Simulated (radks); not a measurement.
Neutral bromine inside a hard spherical wall (all orbitals vanish at R), configuration held at [Ar] 3d10 4s2 4p5 and not refilled when levels cross. All-electron calculation, scalar-relativistic Kohn-Sham, LDA (Slater exchange, VWN5 correlation), spin-polarised, spherical densities, point nucleus; open shells are filled with parallel spins first. Program: a radial shooting solver on a logarithmic mesh with Libxc functionals. Eigenvalues in eV for spin up, with the zero of energy where the potential of the charges vanishes at infinity; a dash marks a level that is unbound or too diffuse for the functional's potential to be trusted. A positive occupied level is held by the wall or, in an anion where self-interaction has pushed it up, behind a barrier. The pressure on the wall is -dE/dV.

R (bohr)  E (hartree)  kinetic (hartree)    e(3p)    e(3d)    e(4s)   e(4p)  e(5s, empty)  e(5p, empty)  pressure (GPa)
free      -2603.13576           2658.529  -173.24  -67.041  -20.645  -8.304        -0.471             -               0
8         -2603.13526           2658.534  -173.20  -67.001  -20.612  -8.273         0.698         3.337          0.0280
7         -2603.13345           2658.551  -173.09  -66.897  -20.528  -8.191         1.652         4.987           0.169
5         -2603.08504           2658.872  -171.62  -65.438  -19.419  -7.025         8.281        14.515            7.46
4         -2602.88300           2659.936  -168.14  -61.993  -16.852  -4.083        20.451        29.677            61.0
3         -2601.72767           2664.730  -157.55  -51.560   -8.014   6.570        58.380        72.608             660
2.5       -2599.55655           2672.354  -145.85  -40.082    4.472  21.523        107.13        124.95            2600
1.5       -2569.51177           2761.533  -75.335   32.128   137.27  167.73        501.92        523.15           94400
